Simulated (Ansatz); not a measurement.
**Worked example: InHF2 + BO → InHF + BOF**

Gas-phase species: InHF2 `[F][InH][F]`, singlet; BO, doublet; InHF `[F][InH]`, doublet; BOF (fluoro(oxo)borane) `O=BF`, singlet. A radical takes F: the energy is the difference in strength between the In–F bond broken and the B–F bond made.

Shapes, held fixed at every level: PBE0-D4/def2-TZVP. Programs: Ansatz 0.2.0. The zero-point and thermal change to 298 K, harmonic and unscaled (PBE0-D4/def2-TZVP), is +2.2 kJ/mol.

At CCSD(T)/def2-TZVPP; 1 Eh = 2625.50 kJ/mol:

| species | energy (Eh) |
| --- | --- |
| InHF2 | -389.616348 |
| BO | -99.872568 |
| InHF | -289.815136 |
| BOF | -199.750591 |

Question: Work out ΔH(298 K) of the reaction at this level.

Answer: 
1. Products less reactants: (-289.815136) + (-199.750591) − [(-389.616348) + (-99.872568)] = -0.076811 Eh = -201.7 kJ/mol.
2. With the thermal change: -201.7 + (+2.2) = -199.5 kJ/mol.

Other levels give -222.0 (BHLYP-D4/def2-TZVPP) to -201.2 kJ/mol (MP2/def2-TZVPP). No measured value is set beside it here. Spin contamination: BO (⟨S²⟩ up to 0.80). Open shells run unrestricted. For atoms past krypton def2 sets carry core potentials with scalar relativity. Outer-core shells of In are correlated, in sets that cover them unevenly.
